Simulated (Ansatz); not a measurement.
Consider the formal exchange of groups at a C–B bond: `CB(O)CN` + `C=N` → `N=CCN` + `CBO`.

Calculated with Ansatz (gas phase, PBE0-D4/def2-TZVP geometries, no zero-point term in ΔE). CCSD(T)/CBS is the MP2 limit (def2-TZVPP, def2-QZVPP) plus CCSD(T) − MP2 in def2-TZVPP, frozen cores. This one scheme is used for every species. Functionals use def2-TZVPP. B3LYP here is the variant with VWN-RPA as its local correlation; programs differ in this. Each species was taken in one conformer, which may not be the lowest.

```csv
level,ΔE (kJ/mol),difference from CCSD(T)/CBS
PBE-D4,-1.2,-3.8
r2SCAN-D4,-1.3,-3.9
PBE0-D4,-1.1,-3.7
B3LYP-D4,0.0,-2.6
ωB97X-V,-1.0,-3.6
ωB97M-V,1.1,-1.5
B2PLYP,-1.6,-4.2
PBE,-2.8,-5.4
r2SCAN,-1.9,-4.5
PBE0,-2.6,-5.2
B3LYP,-2.4,-5.0
HF/def2-TZVPP,-5.0,-7.6
MP2/def2-TZVPP,-0.4,-3.0
SCS-MP2/def2-TZVPP,-0.8,-3.4
CCSD/def2-TZVPP,2.0,-0.6
CCSD(T)/def2-TZVPP,1.9,-0.7
HF/def2-QZVPP,-4.9,-7.5
MP2/def2-QZVPP,0.0,-2.6
SCS-MP2/def2-QZVPP,-0.3,-2.9
HF/CBS(def2),-4.9,-7.5
MP2/CBS(def2),0.3,-2.3
CCSD/CBS(def2),2.7,0.1
CCSD(T)/CBS,2.6,0
```

Largest T1 diagnostic among the species: 0.012.

In def2-TZVPP, CCSD(T) changes the Hartree–Fock value by +6.9 kJ/mol (the triples alone add −0.1 kJ/mol) and MP2 by +4.6 kJ/mol.
